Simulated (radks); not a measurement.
Task: The table gives one normalised radial function P(r) = r R(r) of Be+ in [He] 2s1 (r in bohr). Method: non-relativistic Kohn-Sham, PBEsol, spin-polarised, spherical densities, point nucleus; open shells are filled with parallel spins first; computed with a radial shooting solver on a logarithmic mesh with Libxc functionals.

r        P
0.02846   0.3715
0.03158   0.4071
0.03477   0.4425
0.03858   0.4836
0.0428    0.5276
0.04712   0.5709
0.05228   0.6206
0.05801   0.6731
0.06437   0.7283
0.07085   0.7814
0.07862   0.8409
0.08724   0.9019
0.0968    0.9638
0.1066    1.0211
0.1182    1.0825
0.1312    1.1420
0.1456    1.1985
0.1602    1.2466
0.1778    1.2929
0.1973    1.3316
0.2172    1.3590
0.241     1.3782
0.2674    1.3850
0.2967    1.3777
0.3266    1.3577
0.3624    1.3209
0.4021    1.2682
0.4461    1.2000
0.4911    1.1243
0.5449    1.0301
0.6046    0.9259
0.6656    0.8234
0.7385    0.7093
0.8195    0.5957
0.9093    0.4867
1.001     0.3931
1.111     0.3022
1.232     0.2243
1.367     0.1599
1.505     0.1124
1.67      0.0731
1.853     0.0449
2.056     0.0259
2.263     0.0147
2.511     0.0074
2.787     0.0034
3.068     0.0015
3.404     0.0006
3.777     0.0002
4.191     0.0001
4.613     0.0000
5.119     0.0000
5.68      0.0000
6.302     0.0000
6.937     0.0000
7.697     0.0000

Which n and l does it have? It may be an empty orbital.

Result: n = 1, l = 0: the number of nodes gives n - l - 1 = 0, the rise at small r (about r^(l+1)) gives l, and the extent must fit the shell. The curve is that of 1s down; the table hardly tells the two spins apart. 1s down: eigenvalue -116.48 eV, 0 radial nodes, <r> = 0.421 bohr, 90 % of the charge inside 0.759 bohr.
